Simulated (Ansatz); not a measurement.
Cost and result for the atomization energy of CH5ClGe (`Cl[CH2][GeH3]`) (8 atoms, 7 bonds).

Cartesian coordinates in Å:
```
Cl -1.9447 0.5356 1.0347
C -0.8732 -0.4794 0.0377
Ge 0.9041 0.3455 -0.1285
H -0.8080 -1.4568 0.5137
H -1.3433 -0.5959 -0.9378
H 0.7556 1.7187 -0.7957
H 1.5155 0.4975 1.2701
H 1.7939 -0.5652 -0.9942
```

Total charge 0; spin multiplicity 1. Correlated methods include outer-core shells of Ge, which these sets cover unevenly. Scalar relativity is left out up to krypton. Geometry: relaxed with PBE0-D4/def2-TZVP. Program: Ansatz. All runs use 2 threads of an Arm Neoverse V1 on a shared host. Times are those of one run each, without the atoms' runs, and a repeat can differ threefold. Electronic energies, without spin–orbit coupling; frozen cores. CCSD(T)/CBS adds CCSD(T) − MP2 in def2-TZVPP to the MP2 limit, and its time is that of the two runs behind it. T1 = 0.010. With those shells the extrapolation isn't a true limit.

CCSD(T)/CBS is a level of theory with its own doubt, some kJ/mol a heavy atom from the limit and from the frozen cores, so smaller differences don't rank the functionals.

| level | functions | wall time |
| --- | --- | --- |
| LDA (SPW92)/def2-TZVPP | 191 | 1.4 s |
| BLYP-D4/def2-TZVPP | 191 | 2.2 s |
| PBE0-D4/def2-TZVPP | 191 | 3.2 s |
| BHLYP-D4/def2-TZVPP | 191 | 3.5 s |
| CCSD(T)/def2-SVP | 89 | 3.6 s |
| r2SCAN-D4/def2-TZVPP (with forces) | 191 | 5.5 s |
| r2SCANh-D4/def2-TZVPP | 191 | 6 s |
| B2PLYP/def2-TZVPP | 191 | 6 s |
| ωB97X-V/def2-TZVPP | 191 | 9 s |
| B97M-V/def2-TZVPP | 191 | 11 s |
| MP2/def2-QZVPP | 366 | 20 s |
| CCSD(T)/def2-TZVPP | 191 | 72 s |
| CCSD(T)/CBS(def2) | – | 92 s |

(1) What atomization energy does each give, and how far from CCSD(T)/CBS? (Estimate.)

Answers

(1) Ansatz gave: 
```json
{"level": "LDA (SPW92)/def2-TZVPP", "atomization (kcal/mol)": "649.5", "difference from CCSD(T)/CBS": "74.1", "per bond": "10.6"}
{"level": "BLYP-D4/def2-TZVPP", "atomization (kcal/mol)": "564.2", "difference from CCSD(T)/CBS": "-11.2", "per bond": "-1.6"}
{"level": "PBE0-D4/def2-TZVPP", "atomization (kcal/mol)": "570.6", "difference from CCSD(T)/CBS": "-4.8", "per bond": "-0.7"}
{"level": "BHLYP-D4/def2-TZVPP", "atomization (kcal/mol)": "559.0", "difference from CCSD(T)/CBS": "-16.4", "per bond": "-2.3"}
{"level": "CCSD(T)/def2-SVP", "atomization (kcal/mol)": "540.1", "difference from CCSD(T)/CBS": "-35.3", "per bond": "-5.0"}
{"level": "r2SCAN-D4/def2-TZVPP (with forces)", "atomization (kcal/mol)": "574.0", "difference from CCSD(T)/CBS": "-1.4", "per bond": "-0.2"}
{"level": "r2SCANh-D4/def2-TZVPP", "atomization (kcal/mol)": "571.7", "difference from CCSD(T)/CBS": "-3.7", "per bond": "-0.5"}
{"level": "B2PLYP/def2-TZVPP", "atomization (kcal/mol)": "564.4", "difference from CCSD(T)/CBS": "-11.0", "per bond": "-1.6"}
{"level": "ωB97X-V/def2-TZVPP", "atomization (kcal/mol)": "576.0", "difference from CCSD(T)/CBS": "0.6", "per bond": "0.1"}
{"level": "B97M-V/def2-TZVPP", "atomization (kcal/mol)": "578.6", "difference from CCSD(T)/CBS": "3.2", "per bond": "0.4"}
{"level": "MP2/def2-QZVPP", "atomization (kcal/mol)": "570.5", "difference from CCSD(T)/CBS": "-4.9", "per bond": "-0.7"}
{"level": "CCSD(T)/def2-TZVPP", "atomization (kcal/mol)": "563.4", "difference from CCSD(T)/CBS": "-12.0", "per bond": "-1.7"}
{"level": "CCSD(T)/CBS(def2)", "atomization (kcal/mol)": "575.4", "difference from CCSD(T)/CBS": "0.0", "per bond": "0.0"}
```

From PBE to PBE0 (25 % exact exchange), in def2-TZVPP and without D4, the atomization energy moves by −4.1 kcal/mol: exact exchange takes away binding that semilocal exchange gives to molecules. In def2-TZVPP, CCSD(T) changes the Hartree–Fock value by +142.0 kcal/mol (the triples alone add +7.3 kcal/mol) and MP2 by +142.1 kcal/mol; breaking electron pairs costs correlation energy, which Hartree–Fock lacks. Leaving LDA and LC-ωPBE aside and taking each functional with its dispersion term where it has one, the values spread over 19.5 kcal/mol, from BHLYP-D4 to B97M-V. LDA lies +77.7 kcal/mol from PBE without D4, its usual overbinding.
